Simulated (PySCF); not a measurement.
# Magnetisability: `N1=C(OC)OC(C2CC2)=N1`, C6H8N2O2

Geometry:
```csv
atom,x (Å),y (Å),z (Å)
C1,3.729,-0.180,0.393
O2,2.427,-0.297,0.950
C3,1.455,-0.045,0.096
N4,1.539,0.284,-1.149
N5,0.262,0.431,-1.587
C6,-0.518,0.185,-0.592
C7,-1.972,0.219,-0.588
C8,-2.697,0.676,0.652
C9,-2.731,-0.763,0.269
O10,0.186,-0.133,0.538
H11,3.895,0.832,0.021
H12,4.418,-0.411,1.201
H13,3.854,-0.882,-0.434
H14,-2.372,0.486,-1.556
H15,-2.097,0.963,1.502
H16,-3.586,1.273,0.516
H17,-2.154,-1.459,0.857
H18,-3.644,-1.173,-0.133
```

The calculation used GIAO B3LYP/pcSseg-1 magnetisability, rotational g tensor and spin-rotation constants, non-relativistic, gas phase (PySCF 2.14.0). Geometry: GFN2-xTB.

Q: How diamagnetic is it, and how anisotropic?

A: Isotropic -1430 × 10⁻³⁰ J/T², or -86.1 × 10⁻⁶ cm³/mol; principal values -1681, -1401, -1207 × 10⁻³⁰ J/T², anisotropy 413 × 10⁻³⁰ J/T² (root of half the summed squared differences of the principal values). The susceptibility is in cgs units.

Q: Split it along the inertial axes a, b, c into diamagnetic and paramagnetic parts about the centre of mass, with the quadrupole moment.

A: 
```
axis  χ (10⁻⁶ cm³/mol)  diamagnetic (10⁻⁶ cm³/mol)  paramagnetic (10⁻⁶ cm³/mol)  summed x² of all electrons (Å²)  quadrupole Θ (D Å)
   a             -84.2                      -401.6                        317.3                            370.6              +20.31
   b             -72.8                     -1684.9                       1612.1                             68.1              -17.39
   c            -101.2                     -1860.8                       1759.6                             26.6               -2.92
```
Anisotropies 2χaa − χbb − χcc = +5.6 and 2χbb − χaa − χcc = +39.8 × 10⁻⁶ cm³/mol. Θ is traceless in Buckingham's convention.

Q: And the rotational g tensor?

A: 
| axis | rotational constant (GHz) | g | nuclear part | electronic part |
| --- | --- | --- | --- | --- |
| a | 4.1531 | -0.0514 | 0.5678 | -0.6192 |
| b | 0.7728 | -0.0056 | 0.5796 | -0.5853 |
| c | 0.6894 | +0.0014 | 0.5713 | -0.5699 |

Asymmetric top; isotopes 12C, 1H, 14N, 16O; no vibrational averaging.
